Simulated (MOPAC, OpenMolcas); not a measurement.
# GaH2ClO (SMILES [OH][GaH][Cl]): methods side by side

GaH2ClO: 5 atoms, total charge 0, spin state singlet. SMILES: `[OH][GaH][Cl]`. The shape is that of a PBE0-D4/def2-TZVP optimisation. This is one conformer, not always the lowest.

Quantity: the HOMO–LUMO gap, in eV. The values are calculated.

| level | kind | program | value (eV) |
| --- | --- | --- | --- |
| AM1 | semi-empirical | MOPAC | 9.25 |
| HF/def2-SVPD | Hartree–Fock | OpenMolcas | 13.79 |
| SVWN5/def2-SVPD | LDA | OpenMolcas | 5.48 |
| BLYP/def2-SVPD | GGA | OpenMolcas | 5.50 |
| r2SCAN/def2-SVPD | meta-GGA | OpenMolcas | 6.28 |
| M06-2X/def2-SVPD | hybrid meta-GGA | OpenMolcas | 9.79 |
| B2PLYP/def2-SVPD | double hybrid | OpenMolcas | 10.09 |

All-electron rows without a relativistic Hamiltonian named are non-relativistic. The values span 5.48 to 13.79 eV. Orbital gaps aren't excitation energies, and those of double hybrids come from the SCF part alone; they tend to grow with the share of exact exchange.
